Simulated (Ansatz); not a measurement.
One change: `CC(C)=CC(C)C` becomes `CC=C(C)C`.

Ansatz, PBE0-D4/def2-TZVP geometries, multiplicity 1. Each molecule was computed in one conformer, which needn't be the lowest.

| property | `CC(C)=CC(C)C` |
| --- | --- |
| HOMO–LUMO gap (PBE0/def2-TZVPP) / eV | 7.42 |
| HOMO energy (ωB97M-V/def2-TZVPP) / eV | -8.85 |
| LUMO energy (PBE/def2-TZVPP) / eV | -0.24 |
| HOMO–LUMO gap (B3LYP/def2-TZVPP) / eV | 6.98 |
| size of the dipole moment (ωB97M-V/def2-TZVPP) / D | 0.38 |
| LUMO energy (ωB97M-V/def2-TZVPP) / eV | 2.59 |

(1) Give the same properties after the change, and the shifts. (An estimate is asked.)

Answers

(1) The calculation gave: 
| property | `CC=C(C)C` | shift |
| --- | --- | --- |
| HOMO–LUMO gap (PBE0/def2-TZVPP) / eV | 7.45 | 0.03 |
| HOMO energy (ωB97M-V/def2-TZVPP) / eV | -8.81 | 0.04 |
| LUMO energy (PBE/def2-TZVPP) / eV | -0.18 | 0.06 |
| HOMO–LUMO gap (B3LYP/def2-TZVPP) / eV | 7.01 | 0.03 |
| size of the dipole moment (ωB97M-V/def2-TZVPP) / D | 0.21 | -0.17 |
| LUMO energy (ωB97M-V/def2-TZVPP) / eV | 2.74 | 0.15 |

Dipoles are sizes alone; their direction can turn.

Positive LUMOs are unbound, so they and the gaps depend on the basis.

B3LYP here is the variant with VWN-RPA as its local correlation; programs differ in this.
